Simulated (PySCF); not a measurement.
# Calculated NMR parameters of N[Si@@H]1CC[C@H]1F

```yaml
Formula: C3H8FNSi
SMILES: N[Si@@H]1CC[C@H]1F
Point_group_of_the_computed_structure: C1
Degrees_of_unsaturation: 1
Carbon_signals: 3
Proton_signals: 7
```

Bonds (- single, = double, # triple, : aromatic): N1-Si2 1.722 Å, Si2-C3 1.909 Å, C3-C4 1.542 Å, C4-C5 1.536 Å, C5-F6 1.388 Å, C5-Si2 1.924 Å. N1 carries H7, H8; Si2 carries H9; C3 carries H10, H11; C4 carries H12, H13; C5 carries H14. Stereochemistry as in N[Si@@H]1CC[C@H]1F. H10, H13 are cis to N1 on the ring; H11, H12 are trans to N1 on the ring.

[PySCF 2.14: PBE0/pcSseg-1 with gauge-including orbitals; coordinates at the GFN2-xTB level; fast rotation and ring inversion assumed for equivalent nuclei; no relativistic terms; no solvent; single conformer]

δ = σ(ref) − σ, references computed at the same level: 1H, 13C, 29Si against TMS; 19F vs CFCl3; NH3 for 15N.

| carbon | δC, type | δH (multiplicity) | HMBC from (2–3 bonds) | span of the C tensor (ppm) |
| --- | --- | --- | --- | --- |
| C3 | 8.1, CH2 | H10 0.96 (m); H11 1.23 (m) | H9, H14, H13, H12 | 21 |
| C4 | 29.8, CH2 | H12 2.37 (m); H13 2.87 (m) | H9, H14, H11, H10 | 43 |
| C5 | 95.1, CH | 5.25 (m) | H9, H13, H12, H11, H10 | 98 |

Other nuclei:
```csv
atoms,nucleus,environment,δ (ppm),σ (ppm)
H9,1H,"hydrogen on a silicon bonded to 2 C, N, in a 4-membered ring",5.68,26.04
H7/H8,1H,hydrogen on a nitrogen bonded to Si,0.41,31.31
F6,19F,fluorine on an sp3 carbon,-224.9,395.9
Si2,29Si,"silicon bonded to 2 C, N, H, in a 4-membered ring",-1.1,350.3
N1,15N,"nitrogen bonded to Si, 2 H",15.5,252.2
```

Carbon types of the structure: 1 × CH, 2 × CH2, leaving 3 H on heteroatoms. δC 95.1: sp3 CH bonded to F and Si; deshielded by the electronegative neighbour. δC 29.8: sp3 CH2 in a ring; aliphatic region, no heteroatom directly attached. δC 8.1: sp3 CH2 bonded to Si; an electropositive neighbour leaves it electron-rich and shielded. δH 5.25: hydrogen on an sp3 CH bonded to F and Si; its carbon carries F, an electronegative neighbour. δH 0.41: hydrogen on a nitrogen bonded to Si; exchangeable; this is the value without hydrogen bonding to other molecules.

Exchangeable OH/NH protons stand at their gas-phase positions; hydrogen bonding in a real sample shifts them, mostly to higher δ. Splittings by 19F in the carbon and heteronuclear signals aren't shown, as no couplings were computed. Shifts are as computed. Against solution values, carbons near 30 ppm lie about +3 ppm off and those near 130 ppm about +5 ppm. Of 1309 compounds with measured shifts, 239 miss one by over three times the rms of a fit or turn the order of signals round; such compounds aren't used in these exercises. Unscaled 19F shifts against computed CFCl3 carry errors that often reach 10 to 50 ppm. Experimental scales use liquid or dissolved standards, which lie at an offset from isolated NH3 (liquid NH3: subtract about 20 ppm). No couplings were computed; multiplicities are counted from neighbouring protons, with m where these are inequivalent, close in shift, in a saturated or five-membered ring or joined by F or P, and br s for small geminal =CH2 splittings.
